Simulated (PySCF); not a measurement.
Steps of a relaxation of [Y(H2O)]3+

[Y(H2O)]3+ (singlet). PySCF 2.14.0, RKS PBE0, Y def2-SVP with ECP28, O def2-SVP, H def2-SVP; non-relativistic Hamiltonian with scalar-relativistic core potentials where named; density fitting; no spin-orbit coupling. Origin of the start: template. Columns: position (Å) and force (eV/Å). Energies are counted from the last step; some of the 7 steps are shown. Forces carry noise of the integration grid, about 0.01 to 0.03 eV/Å.

Run from Python with OMP_NUM_THREADS=2. Where DIIS fails, smearing, a level shift and second-order steps follow.
It took 5 s on 2 threads of Intel(R) Xeon(R) Platinum 8488C (Sapphire Rapids) (shared host), from the converged density of the start.

```xyz
4
step 0  E = 0.371 eV
Y     0.0000    0.0000   -0.4154     0.00    0.00    2.07
O     0.0000    0.0000    1.9846     0.00    0.00   -3.43
H     0.7700    0.0000    2.5746     0.94    0.00    0.68
H    -0.7700    0.0000    2.5746    -0.94    0.00    0.68
```

```xyz
4
step 2  E = 0.025 eV
Y     0.0000    0.0000   -0.2229     0.00    0.00   -0.48
O     0.0000    0.0000    1.8758     0.00    0.00    1.51
H     0.7860    0.0000    2.5327    -0.42    0.00   -0.51
H    -0.7860    0.0000    2.5327     0.42    0.00   -0.51
```

```xyz
4
step 4  E = 0.001 eV
Y     0.0000    0.0000   -0.2420     0.00    0.00    0.09
O     0.0000    0.0000    1.8989     0.00    0.00    0.08
H     0.7839    0.0000    2.5307    -0.07    0.00   -0.08
H    -0.7839    0.0000    2.5307     0.07    0.00   -0.08
```

Q: Where does the relaxation end?

A: It converges at step 6 in C2v:
```xyz
4
step 6  E = 0
Y     0.0000    0.0000   -0.2362
O     0.0000    0.0000    1.8994
H     0.7836    0.0000    2.5276
H    -0.7836    0.0000    2.5276
```

Q: How did the contacts change?

A: 
| contact | start (Å) | end (Å) |
| --- | --- | --- |
| Y1–O2 (H2O) | 2.400 | 2.136 |
